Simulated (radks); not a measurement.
Question: The mean radii <r> (bohr) of the occupied orbitals of an atom or ion are listed with their occupations. All-electron calculation, Dirac Kohn-Sham, relativistic LDA (MacDonald-Vosko exchange, VWN5 correlation), spin-unpolarised, spherical densities, finite nucleus; Fermi nuclear charge, rms radius of each element as measured or else 0.836 A^(1/3) + 0.57 fm. Program: a radial shooting solver on a logarithmic mesh with Libxc functionals.

orbital  occ.      <r>
1s1/2       2  0.05028
2s1/2       2   0.2121
2p1/2       2   0.1804

Name the element and its charge. Open shells, if any, fill j = l - 1/2 first.

Answer: Z = 30, zinc, charge +24: Zn24+ in [He] 2s2 2p2. The 1s radius gives Z: for a bare nucleus <r> = (2 gamma + 1)/(2Z) with gamma = sqrt(1 - (Z/c)^2), 0.04919 bohr for Z = 30, and screening makes it slightly larger (0.05028 here). The occupations add up to 6, and the charge is Z minus that.
